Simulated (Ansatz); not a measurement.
Program: Ansatz. Geometries: PBE0-D4/def2-TZVP. ΔE: electronic, gas phase. CBS: MP2 limit from def2 TZ/QZ plus the TZ coupled-cluster correction, frozen cores. This one scheme is used for every species. Functionals use def2-TZVPP. B3LYP here is the variant with VWN-RPA as its local correlation; programs differ in this. Elements past krypton have def2 core potentials. For Sn outer-core shells are correlated without core-valence functions, which leaves a few kJ/mol of doubt a bond. Each species was taken in one conformer, which may not be the lowest.

Consider the ligand exchange at the Sn–C bond: `[CH3][Sn]([Cl])([Cl])[Cl]` + `O[Si](O)(O)O` → `O[Si](O)(O)[O][Sn]([Cl])([Cl])[Cl]` + CH₄.

```csv
level,ΔE (kJ/mol),difference from CCSD(T)/CBS
PBE0-D4,-31.7,6.9
PBE,-25.0,13.6
BLYP,-29.3,9.3
B3LYP,-29.6,9.0
r2SCAN0,-32.9,5.7
LC-ωPBE,-31.1,7.5
CCSD/def2-SVP,-54.0,-15.4
CCSD(T)/def2-SVP,-56.0,-17.4
HF/def2-TZVPP,-39.0,-0.4
CCSD(T)/def2-TZVPP,-37.5,1.1
CCSD(T)/CBS,-38.6,0
```

Largest T1 diagnostic among the species: 0.012.

From r2SCAN to r2SCAN0 (25 % exact exchange), in def2-TZVPP and without D4, ΔE moves by +4.2 kJ/mol. Leaving LDA and LC-ωPBE aside and taking each functional with its dispersion term where it has one, the values, not all of them listed here, spread over 18.0 kJ/mol, from B97M-V to PBE-QIDH.
